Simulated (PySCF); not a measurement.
BeFI, SMILES [F][Be][I]. Coordinates come from a PBE-D3(BJ)/def2-TZVP optimisation. The def2 effective core potentials stand for the cores of I; spin–orbit coupling is left out.

Level of theory: PySCF with PBE-D3(BJ)/def2-TZVP.

Harmonic wavenumbers (cm⁻¹): 251, 251, 354, 1305. Rotational constants (GHz): 2.157 (linear); symmetry number 1.

Problem. Work out the zero-point energy and the ideal-gas rigid-rotor harmonic-oscillator thermochemistry at 298.15 K and 1 atm.

Solution. ZPE = ½ Σ hcν = ½ × 2160 cm⁻¹ = 12.92 kJ/mol. H − E(el) = 25.12 kJ/mol. Entropy in J/(mol K): translation 171.64, rotation 74.54, vibration 19.37, total 265.55. G − E(el) = -54.06 kJ/mol. Cp = 51.01 J/(mol K).
